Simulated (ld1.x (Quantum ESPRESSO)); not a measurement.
# Varying the PAW potential for silicon (Si)

Base potential:

- Element: Si (Z = 14)
- Generator: ld1.x (Quantum ESPRESSO) 7.5
- Type: PAW
- Functional: LDA (PZ)
- Relativity: non-relativistic
- Frozen core: [Ne]
- Valence charge: 4
- Reference configuration: 3s2 3p1.5 (charge +0.5)
- Partial waves: 3s (bound): rcut 1.65, rcutus 1.85 bohr; 3s channel at 3.2 Ry: rcut 1.65, rcutus 1.85 bohr; 3p (bound): rcut 1.30, rcutus 1.65 bohr; 3p channel at 4.35 Ry: rcut 1.30, rcutus 1.65 bohr
- Local potential: all-electron potential smoothed inside 1.70 bohr (lloc = -2)
- Core correction: Bessel-smoothed model core inside 1.35 bohr
- Augmentation charge: PSQ, inside the norm-conserving radii

Cutoffs, loose and tight: the cutoffs (Ry, on a coarse ladder) from which the occupation-weighted sum of valence levels, in a spherical-Bessel basis at the reference potential, stays within 10 and 1 mRy of its value at 400 Ry. They do not see the model core or the augmentation charge, which bear on the density cutoff. Test errors are all-electron minus pseudo excitation energies from the reference, over the configurations 3s2 3p2; 3s2 3p1; 3s2 3p0; 3s0 3p4; 3s1 3p3; 3s1 3p0; 3s1 3p2 (two spin-polarised tests are not counted in the largest error). A dash means not determined; rows that change the core or the reference have their own tests.

| change | outcome | cutoff, loose | cutoff, tight | bound ghosts | largest test error (meV) |
| --- | --- | --- | --- | --- | --- |
| base | generated | 8 Ry | 12 Ry | none | -63 |
| waves 3p (bound): rcut 1.30, rcutus 2.56 bohr; 3p channel at 4.35 Ry: rcut 1.30, rcutus 2.56 bohr | generated | 8 Ry | 12 Ry | none | -63 |
| local potential all-electron potential smoothed inside 1.20 bohr (lloc = -2) | generated | 8 Ry | 12 Ry | none | -63 |
| scalar-relativistic | generated | 8 Ry | 12 Ry | none | -65 |

Question: What comes out with this change to the base: type RRKJ; waves now 3s (bound): rc 1.85 bohr; 3p (bound): rc 1.65 bohr; local potential all-electron potential smoothed inside 1.75 bohr (lloc = -2); rho0 0.005?

Answer: outcome: generated; cutoff, loose: 18 Ry; cutoff, tight: 45 Ry; bound ghosts: none; largest test error (meV): +61.

Question: What comes out with this change to the base: waves 3s (bound): rcut 1.56, rcutus 1.66 bohr; 3s channel at 3.2 Ry: rcut 1.56, rcutus 1.66 bohr?

Answer: outcome: generated; cutoff, loose: 10 Ry; cutoff, tight: 18 Ry; bound ghosts: none; largest test error (meV): -63.
